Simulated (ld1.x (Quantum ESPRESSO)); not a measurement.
## Scattering properties, TM semilocal potential for Cr

| Quantity | Value |
| --- | --- |
| Element | chromium |
| Generator | ld1.x (Quantum ESPRESSO) 7.5 |
| Type | norm-conserving Troullier–Martins (semilocal form) |
| Functional | PBE |
| Relativity | scalar-relativistic |
| Frozen core | [Ar] |
| Valence charge | 6 |
| Reference configuration | 3d5 4s1 4p0 |
| Partial waves | 4p (bound, empty): rc 4.20 bohr; 3d (bound): rc 1.00 bohr; 4s (bound): rc 2.75 bohr |
| Local potential | the s channel |
| Core correction | Bessel-smoothed model core inside 0.70 bohr |

The phase is arctan(r·u′/u) with u = r·R(r), unwrapped; energies in Ry, scanned from -2 to 5 Ry. A pole is an energy at which the radial function vanishes at the test radius. The pseudo phase is shifted by a multiple of π to meet the all-electron one at the reference energy, and phase errors are pseudo minus all-electron; the curves can meet again beyond the range given. Levels narrower than the energy grid can be missing from the lists of poles.

Question: For each channel, where are the poles, and over which energies does the pseudopotential scatter like the atom?

Answer:

```csv
channel,radius (bohr),reference energy (Ry),"poles, all-electron","poles, pseudo",unbroken range about the reference energy with phases within 0.05 rad,phase error 1 Ry above the reference energy (rad)
s,4.55,-0.29,"-0.07, 2.14","-0.07, 1.98, 4.54",below 0.7,-0.061
p,4.55,-0.07,"0.38, 2.67","0.37, 2.33",below 0.9,-0.053
d,4.55,-0.21,"-0.19, 1.21, 3.63","-0.19, 1.22, 3.64",the whole range,+0.001
```

Phases in the p channel:

```
E (Ry)  all-electron  pseudo
 -2.00         1.409   1.408
 -1.52         1.381   1.381
 -1.04         1.333   1.333
 -0.56         1.209   1.208
 -0.08        -0.236  -0.236
  0.40        -1.582  -1.588
  0.88        -1.820  -1.861
  1.36        -3.135  -3.891
  1.84        -4.500  -4.587
  2.32        -4.657  -4.710
  2.80        -4.731  -4.797
  3.28        -4.798  -4.971
  3.76        -4.919  -7.059
  4.24        -5.820  -7.705
  4.72        -7.599  -7.802
```
